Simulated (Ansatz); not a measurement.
input.yaml

```yaml
accuracy: low
crystal:
  lattice:
    - [0.0, 5.43, 5.43]
    - [5.43, 0.0, 5.43]
    - [5.43, 5.43, 0.0]
  atoms:
    - { symbol: Si, position: [0.03940791, -0.0052138, 0.01501015] }
    - { symbol: Si, position: [0.19195565, 0.07828717, 0.11106899] }
    - { symbol: Si, position: [0.03298242, 0.02192961, 0.47812245] }
    - { symbol: Si, position: [0.16592536, 0.04233672, 0.65792143] }
    - { symbol: Si, position: [0.00284324, 0.46248243, 0.0497752] }
    - { symbol: Si, position: [0.12662945, 0.66200324, 0.14904692] }
    - { symbol: Si, position: [0.0473382, 0.43236557, 0.4702287] }
    - { symbol: Si, position: [0.07622817, 0.60980985, 0.63869403] }
    - { symbol: Si, position: [0.55178884, 0.00403635, -0.07873508] }
    - { symbol: Si, position: [0.64776645, 0.07685933, 0.11604317] }
    - { symbol: Si, position: [0.55036998, 0.0271424, 0.45354418] }
    - { symbol: Si, position: [0.64998478, 0.17905665, 0.54239217] }
    - { symbol: Si, position: [0.52119813, 0.46858834, -0.01065293] }
    - { symbol: Si, position: [0.66259266, 0.64296111, 0.06624789] }
    - { symbol: Si, position: [0.47150666, 0.56411913, 0.46421725] }
    - { symbol: Si, position: [0.65586859, 0.58277013, 0.65495279] }
    - { symbol: O, position: [0.62745576, 0.80271846, 0.63234226], spin: 1.0 }
magnetization:
  spin_polarized: true
basis:
  ecutwfc: 420.0
kpoints:
  mp_grid: { grid: [2, 2, 2] }
hamiltonian:
  xc: pbe
  pseudopotentials: { kind: paw, azcp: { folder: soft_1 } }
scf:
  occupations: { method: fermi_dirac, width: 0.02 }
  lower_state_search: "off"
md:
  timestep: 1
  n_steps: 100
  ensemble: nve
  temperature: 2100.0
  initial_velocities: maxwell_boltzmann
  seed: 440984
```

Run as:

```bash
$ ansatz run input.yaml --threads 1 --pin off --max-ram 3072MiB --backend cpu --events-out ev --progress --plain --runs-dir out
```

Hardware: 1 thread of Arm Neoverse V2 (shared host).

Problem. Roughly how long does this run take, and how much memory?

Solution. 23 min, with a peak of 0.68 GiB, for 101 ionic steps.
